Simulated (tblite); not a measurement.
BFH₄P₂.
Atom-mapped SMILES: `[F:1][B:2]([PH2:3])[PH2:4]` (hydrogens: H5, H6 on P3; H7, H8 on P4)

Computed with GFN2-xTB (tblite), gas phase: L-BFGS steps from a force-field or distance-geometry start until the largest atomic force falls under 0.01 eV/Å.

Step 41: E = -355.1267 eV
```
atom  x, y, z in Å  |  force x, y, z in eV/Å
F1      0.4917   -1.6173    1.0598    0.037   0.056  -0.013
B2      0.0968   -0.6744    0.2264   -0.062  -0.101  -0.024
P3      1.4099    0.3229   -0.7349    0.100   0.035   0.122
P4     -1.7952   -0.5440   -0.1230    0.027   0.024   0.093
H5      2.4416    0.1398    0.1716   -0.028   0.025  -0.033
H6      1.0499    1.5643   -0.2288   -0.004  -0.078  -0.097
H7     -1.6811    0.4160   -1.1123   -0.009   0.108  -0.024
H8     -2.0044    0.4022    0.8720   -0.062  -0.069  -0.024
```

Step 42: E = -355.1307 eV
```
atom  x, y, z in Å  |  force x, y, z in eV/Å
F1      0.4870   -1.6041    1.0743    0.066   0.094  -0.023
B2      0.1013   -0.6627    0.2330   -0.089  -0.169  -0.012
P3      1.4139    0.3170   -0.7464    0.105   0.013   0.180
P4     -1.7834   -0.5461   -0.1365   -0.017   0.083   0.128
H5      2.4421    0.1310    0.1651   -0.022   0.052  -0.059
H6      1.0544    1.5615   -0.2459    0.016  -0.074  -0.098
H7     -1.6616    0.4444   -1.0915   -0.034   0.124  -0.065
H8     -2.0447    0.3685    0.8787   -0.025  -0.123  -0.052
```

Problem. Estimate the geometry and energy of step 43. (The exact step hangs on the optimiser's Hessian estimate; all steps are aligned on step 42, rigid shifts and turns removed.)

Solution. E = -355.1350 eV, largest force 0.206 eV/Å
```
atom  x, y, z in Å  |  force x, y, z in eV/Å
F1      0.4853   -1.5981    1.0771    0.090   0.097  -0.013
B2      0.1056   -0.6553    0.2338   -0.077  -0.191   0.014
P3      1.4256    0.3083   -0.7532    0.057  -0.042   0.182
P4     -1.7732   -0.5438   -0.1416   -0.065   0.120   0.085
H5      2.4401    0.1292    0.1739   -0.003   0.079  -0.057
H6      1.0533    1.5569   -0.2766    0.040  -0.043  -0.077
H7     -1.6448    0.4713   -1.0688   -0.067   0.125  -0.082
H8     -2.0829    0.3411    0.8862    0.025  -0.144  -0.053
```

The energy changes by -0.0042 eV. The first-order estimate −F·Δx gives -0.0060 eV and the mean of the old and new forces, exact on a quadratic surface, -0.0042 eV. The step makes an angle of 79° with the force vector and moves no atom by more than 0.048 Å.

The cost below is that of the whole relaxation. On one thread, Intel Xeon at 2.50 GHz (x86_64), shared host with 64 logical CPUs at a one-minute load of 63, this took 0.85 s of wall time.
